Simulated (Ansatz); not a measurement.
Program: Ansatz. Geometries: PBE0-D4/def2-TZVP. ΔE: electronic, gas phase. CCSD(T)/CBS adds triple-zeta CCSD(T) − MP2 to the extrapolated MP2 energy (def2 sets, frozen cores). DFT in def2-TZVPP. B3LYP here is the variant with VWN-RPA as its local correlation; programs differ in this. Each species was taken in one conformer, which may not be the lowest.

Consider the ligand exchange at the Al–O bond: `[SiH3][O][Al]([Cl])[Cl]` + ethylmethylamine → `CC[N](C)[Al]([Cl])[Cl]` + silanol.

CCSD(T)/CBS gives +64.3 kJ/mol.

**Question.** Another level gave +70.8 kJ/mol. Which?
A. MP2/def2-TZVPP
B. B3LYP/def2-TZVPP
C. B2PLYP/def2-TZVPP
D. ωB97X-V/def2-TZVPP

**Answer.** C. B2PLYP 70.8, ωB97X-V 65.7, MP2/def2-TZVPP 61.3, B3LYP 75.1 kJ/mol.

Largest T1 diagnostic among the species: 0.011.

From PBE to PBE0 (25 % exact exchange), in def2-TZVPP and without D4, ΔE moves by +5.3 kJ/mol. The D4 term adds −9.5 kJ/mol with B3LYP and −5.5 kJ/mol with PBE0; it sums over pairs of atoms, weighted by their polarisabilities, and B3LYP, whose exchange is more repulsive, gets the larger term. In def2-TZVPP, CCSD(T) changes the Hartree–Fock value by −29.4 kJ/mol (the triples alone add −5.0 kJ/mol) and MP2 by −32.3 kJ/mol.
